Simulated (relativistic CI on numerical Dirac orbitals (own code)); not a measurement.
# Calculated levels, Mn XX

Method of calculation: Dirac-Coulomb-Breit CI, orbitals from a KLI potential per configuration, model QED (radiative potential, 1s self-energy scaled to tabulated hydrogen-like ionisation energies), unscaled Slater integrals (own radial code, finite nucleus).

Configuration list (outside the closed core 1s2): 2s2 2p2, 2s 2p3, 2p4, 2p3 3s, 2p3 3p, 2p3 3d, 2s2 2p 3s, 2s2 2p 3p, 2s2 2p 3d, 2s 2p2 3s, 2s 2p2 3p, 2s 2p2 3d, 2s2 2p 4s, 2s2 2p 4p, 2s2 2p 4d, 2s2 2p 4f. Levels of other configurations are missing.

The lowest level is 2s2 2p2 3P_0, with 91 % of that term; Hund's rules for 2s2 2p2 give 3P with J = 0, in agreement.

```tsv
No.	Configuration	Term	J	E (10³ cm⁻¹)	%	Next component (%)	jj configuration (%)
1	2s2 2p2	3P	0	0.0	91	8 1S	2p1/2^2 (89)
2	2s2 2p2	3P	1	59.5	99	1 2p4 3P	2p1/2 2p3/2 (99)
3	2s2 2p2	3P	2	99.1	80	19 1D	2p1/2 2p3/2 (76)
4	2s2 2p2	1D	2	214.4	80	19 3P	2p3/2^2 (76)
5	2s2 2p2	1S	0	334.0	88	8 3P	2p3/2^2 (87)
6	2s 2p3	5S°	2	435.4	97	2 3P°	2s 2p1/2 2p3/2^2 (51)
7	2s 2p3	3D°	2	725.1	85	14 3P°	2s 2p1/2 2p3/2^2 (61)
8	2s 2p3	3D°	1	725.9	87	10 3P°	2s 2p3/2 (53)
9	2s 2p3	3D°	3	745.1	100		2s 2p1/2 2p3/2^2 (100)
10	2s 2p3	3P°	0	853.7	100		2s 2p1/2 2p3/2^2 (100)
11	2s 2p3	3P°	1	860.4	86	11 3D°	2s 2p1/2 2p3/2^2 (73)
12	2s 2p3	3P°	2	874.1	78	15 3D°	2s 2p3/2^3 (59)
13	2s 2p3	3S°	1	1036.4	83	14 1P°	2s 2p1/2 2p3/2^2 (64)
14	2s 2p3	1D°	2	1060.1	94	5 3P°	2s 2p1/2 2p3/2^2 (70)
15	2s 2p3	1P°	1	1184.9	84	14 3S°	2s 2p3/2^3 (64)
16	2p4	3P	2	1557.3	90	8 1D	2p3/2^2 (89)
17	2p4	3P	1	1634.7	99	1 2s2 2p2 3P	2p1/2 2p3/2^3 (99)
18	2p4	3P	0	1636.0	89	10 1S	2p3/2^2 (64)
19	2p4	1D	2	1714.1	90	8 3P	2p1/2 2p3/2^3 (89)
20	2p4	1S	0	1932.7	86	10 3P	2p3/2^4 (63)
21	2s2 2p 3s	3P°	0	6981.7	96	2 2p3 3s 3P°	2p1/2 3s (96)
22	2s2 2p 3s	3P°	1	6990.3	76	21 1P°	2p1/2 3s (95)
23	2s2 2p 3s	3P°	2	7079.9	96	2 2p3 3s 3P°	2p3/2 3s (96)
24	2s2 2p 3s	1P°	1	7104.1	76	20 3P°	2p3/2 3s (95)
25	2s2 2p 3p	3D	1	7152.9	64	29 1P	2p1/2 3p1/2 (96)
26	2s2 2p 3p	3S	1	7202.2	26	25 3P	2p1/2 3p3/2 (86)
27	2s2 2p 3p	3D	2	7204.9	82	7 3P	2p1/2 3p3/2 (81)
28	2s2 2p 3p	3P	0	7221.2	82	9 1S	2p1/2 3p1/2 (82)
29	2s2 2p 3p	3P	1	7273.6	38	37 1P	2p3/2 3p3/2 (47)
30	2s2 2p 3p	3D	3	7281.4	96	2 2p3 3p 3D	2p3/2 3p3/2 (96)
31	2s2 2p 3p	3S	1	7293.1	61	26 3P	2p3/2 3p1/2 (49)
32	2s2 2p 3p	3P	2	7297.7	66	13 3D	2p3/2 3p1/2 (61)
33	2s2 2p 3p	1D	2	7355.9	78	15 3P	2p3/2 3p3/2 (68)
34	2s 2p2 3s	5P	1	7366.9	95	2 3S	2s 2p1/2^2 3s (52)
35	2s2 2p 3d	3F°	2	7377.2	74	21 1D°	2p1/2 3d3/2 (97)
36	2s 2p2 3s	5P	2	7408.5	97	1 3P	2s 2p1/2 2p3/2 3s (89)
37	2s2 2p 3d	3F°	3	7410.6	77	13 3D°	2p1/2 3d5/2 (83)
38	2s2 2p 3p	1S	0	7415.5	80	14 2s 2p2 3s 3P	2p3/2 3p3/2 (70)
39	2s2 2p 3d	3P°	2	7417.3	32	30 1D°	2p1/2 3d5/2 (90)
40	2s2 2p 3d	3D°	1	7435.4	66	18 3P°	2p1/2 3d3/2 (91)
41	2s 2p2 3s	5P	3	7451.0	96	3 3D	2s 2p1/2 2p3/2 3s (51)
42	2s 2p2 3s	3P	0	7470.1	76	12 2s2 2p 3p 3P	2s 2p1/2^2 3s (49)
43	2s2 2p 3d	3F°	4	7480.3	97	2 2p3 3d 3F°	2p3/2 3d5/2 (97)
44	2s2 2p 3d	1D°	2	7488.8	43	27 3D°	2p3/2 3d3/2 (55)
45	2s 2p2 3s	3P	1	7502.0	89	8 2s2 2p 3p 3P	2s 2p1/2 2p3/2 3s (80)
46	2s2 2p 3d	3D°	3	7510.1	76	17 3F°	2p3/2 3d5/2 (49)
47	2s2 2p 3d	3P°	2	7522.9	51	42 3D°	2p3/2 3d5/2 (56)
48	2s2 2p 3d	3P°	1	7523.6	71	23 3D°	2p3/2 3d3/2 (87)
49	2s2 2p 3d	3P°	0	7525.3	92	4 2s 2p2 3p 5D°	2p3/2 3d3/2 (92)
50	2s 2p2 3p	5D°	0	7546.1	89	6 3P°	2s 2p1/2^2 3p1/2 (53)
51	2s 2p2 3s	3P	2	7547.6	86	7 2s2 2p 3p 3P	2s 2p1/2 2p3/2 3s (55)
52	2s 2p2 3p	5D°	1	7548.8	59	17 3S°	2s 2p1/2^2 3p1/2 (51)
53	2s 2p2 3p	5D°	2	7577.5	78	18 5P°	2s 2p1/2^2 3p3/2 (37)
54	2s2 2p 3d	1P°	1	7578.4	44	22 2s 2p2 3p 3S°	2p3/2 3d5/2 (46)
55	2s2 2p 3d	1F°	3	7580.4	86	7 3D°	2p3/2 3d5/2 (47)
56	2s2 2p 3d	1P°	1	7583.0	38	25 2s 2p2 3p 3S°	2s 2p1/2 2p3/2 3p1/2 (43)
57	2s 2p2 3p	5D°	3	7614.7	87	12 5P°	2s 2p1/2 2p3/2 3p3/2 (80)
58	2s 2p2 3p	5P°	1	7618.2	59	15 3D°	2s 2p1/2 2p3/2 3p3/2 (40)
59	2s 2p2 3p	5P°	2	7618.7	64	18 5D°	2s 2p1/2 2p3/2 3p1/2 (46)
60	2s 2p2 3p	3D°	1	7647.1	77	11 5P°	2s 2p1/2 2p3/2 3p3/2 (61)
61	2s 2p2 3p	5P°	3	7649.7	71	18 3D°	2s 2p1/2 2p3/2 3p1/2 (37)
62	2s 2p2 3p	5D°	4	7655.8	96	3 3F°	2s 2p1/2 2p3/2 3p3/2 (51)
63	2s 2p2 3p	3D°	2	7674.2	83	8 5P°	2s 2p1/2 2p3/2 3p3/2 (67)
64	2s 2p2 3s	3D	1	7695.3	94	2 1P	2s 2p1/2 2p3/2 3s (77)
65	2s 2p2 3s	3D	2	7701.1	90	4 3P	2s 2p1/2 2p3/2 3s (67)
66	2s 2p2 3p	5S°	2	7704.4	85	8 5P°	2s 2p1/2 2p3/2 3p1/2 (38)
67	2s 2p2 3p	3P°	0	7706.2	94	4 5D°	2s 2p1/2 2p3/2 3p3/2 (83)
68	2s 2p2 3s	3D	3	7709.4	94	3 5P	2s 2p3/2^2 3s (50)
69	2s 2p2 3p	3D°	3	7718.5	79	15 5P°	2s 2p3/2^2 3p3/2 (51)
70	2s 2p2 3p	3P°	1	7726.4	80	9 3S°	2s 2p1/2 2p3/2 3p3/2 (50)
```

Energies count from the lowest computed level; ° marks odd parity. Filled j subshells are mostly left out of the jj labels.

The mean weight of the leading LS term, summed over parents, in these 70 levels is 80 %, and that of the leading jj configuration (from the same eigenvectors) 70 %.

At this charge energies of transitions that change n are usually good to better than 1 %, and those within a shell (Δn = 0) to a few per cent.

LS names give the leading component of a level, which can be under half, so a name can repeat, a term be missing and a line seem to break the LS rules.
